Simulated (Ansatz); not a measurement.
`COc1ccc(-c2sc(-c3sc(-c4sc(-c5ccc(C(F)=C(F)F)cc5)c5c4OCCO5)c4c3OCCO4)c3c2OCCO3)cc1`. Charge 0, multiplicity 1. Geometry r2SCAN-D4/def2-SVP; atoms count from 1.

```xyz
69

C     3.703    2.408   10.702
O     4.200    1.560    9.692
C     3.493    1.456    8.539
C     2.294    2.134    8.273
C     1.646    1.957    7.049
C     2.164    1.100    6.056
C     1.492    0.917    4.778
S     2.307    0.127    3.444
C     0.929    0.281    2.377
C     0.930   -0.193    1.029
S    -0.456   -0.039   -0.032
C     0.373   -0.809   -1.370
C    -0.277   -0.962   -2.638
S    -1.431    0.220   -3.206
C    -1.778   -0.665   -4.677
C    -2.748   -0.164   -5.633
C    -3.373    1.091   -5.448
C    -4.305    1.580   -6.352
C    -4.664    0.839   -7.498
C    -5.647    1.407   -8.408
F    -6.121    2.627   -8.078
C    -6.165    0.891   -9.541
F    -5.846   -0.287  -10.044
F    -7.058    1.512  -10.280
C    -4.043   -0.414   -7.693
C    -3.112   -0.902   -6.786
C    -0.990   -1.813   -4.714
C    -0.161   -1.989   -3.568
O     0.617   -3.087   -3.384
C     0.269   -4.150   -4.262
C     0.088   -3.633   -5.673
O    -1.006   -2.719   -5.729
C     1.661   -1.173   -0.993
C     1.963   -0.837    0.354
O     3.168   -1.099    0.926
C     3.939   -2.020    0.158
C     3.901   -1.642   -1.309
O     2.576   -1.736   -1.822
C    -0.102    0.929    3.047
C     0.209    1.285    4.387
O    -0.698    1.913    5.189
C    -2.028    1.819    4.684
C    -2.063    2.148    3.205
O    -1.305    1.191    2.470
C     3.373    0.425    6.349
C     4.027    0.599    7.560
H     2.706    2.085   11.053
H     3.637    3.457   10.358
H     4.414    2.348   11.537
H     1.854    2.810    9.009
H     0.720    2.501    6.855
H    -3.118    1.701   -4.576
H    -4.768    2.554   -6.178
H    -4.292   -1.022   -8.565
H    -2.657   -1.876   -6.962
H     1.090   -4.881   -4.212
H    -0.665   -4.635   -3.918
H     1.012   -3.127   -6.011
H    -0.151   -4.449   -6.370
H     4.964   -1.978    0.552
H     3.540   -3.044    0.295
H     4.518   -2.327   -1.908
H     4.281   -0.610   -1.438
H    -2.420    0.798    4.851
H    -2.633    2.534    5.260
H    -1.653    3.161    3.033
H    -3.090    2.104    2.814
H     3.803   -0.260    5.612
H     4.959    0.074    7.782
```

Single mean-field runs in def2-SVP are fitted with def2-universal-jkfit.

Q: Estimate the Mulliken populations of the heavy atoms from the PBE0/def2-SVP orbitals of Ansatz.

A: 
```tsv
atom	charge (e)
C1	0.11
O2	-0.34
C3	0.21
C4	-0.11
C5	-0.03
C6	0.05
C7	-0.15
S8	0.15
C9	-0.13
C10	-0.14
S11	0.18
C12	-0.19
C13	-0.17
S14	0.13
C15	-0.15
C16	0.07
C17	-0.06
C18	-0.02
C19	-0.04
C20	0.18
F21	-0.21
C22	0.33
F23	-0.16
F24	-0.15
C25	-0.02
C26	-0.03
C27	0.14
C28	0.21
O29	-0.33
C30	0.13
C31	0.14
O32	-0.36
C33	0.23
C34	0.11
O35	-0.35
C36	0.14
C37	0.13
O38	-0.33
C39	0.14
C40	0.17
O41	-0.36
C42	0.14
C43	0.14
O44	-0.35
C45	-0.05
C46	-0.04
```
Mulliken values depend strongly on the basis.

Q: And the Mayer bond orders between heavy atoms (over 0.3, the first 40 of 53)?

A: C1–O2 0.95 (1.41 Å); O2–C3 1.11 (1.36 Å); C3–C4 1.31 (1.40 Å); C3–C46 1.34 (1.41 Å); C4–C5 1.38 (1.40 Å); C5–C6 1.37 (1.41 Å); C6–C7 1.11 (1.45 Å); C6–C45 1.30 (1.42 Å); C7–S8 1.09 (1.75 Å); C7–C40 1.49 (1.39 Å); S8–C9 1.10 (1.75 Å); C9–C10 1.23 (1.43 Å); C9–C39 1.46 (1.39 Å); C10–S11 1.10 (1.75 Å); C10–C34 1.45 (1.39 Å); S11–C12 1.09 (1.75 Å); C12–C13 1.11 (1.43 Å); C12–C33 1.49 (1.39 Å); C13–S14 1.11 (1.75 Å); C13–C28 1.50 (1.39 Å); S14–C15 1.09 (1.75 Å); C15–C16 1.14 (1.45 Å); C15–C27 1.48 (1.39 Å); C16–C17 1.31 (1.41 Å); C16–C26 1.33 (1.42 Å); C17–C18 1.43 (1.39 Å); C18–C19 1.33 (1.41 Å); C19–C20 1.04 (1.45 Å); C19–C25 1.32 (1.41 Å); C20–F21 1.04 (1.35 Å); C20–C22 1.62 (1.35 Å); C22–F23 1.10 (1.32 Å); C22–F24 1.14 (1.31 Å); C25–C26 1.43 (1.39 Å); C27–C28 1.18 (1.43 Å); C27–O32 1.08 (1.36 Å); C28–O29 1.12 (1.36 Å); O29–C30 0.94 (1.42 Å); C30–C31 1.06 (1.51 Å); C31–O32 0.93 (1.43 Å).
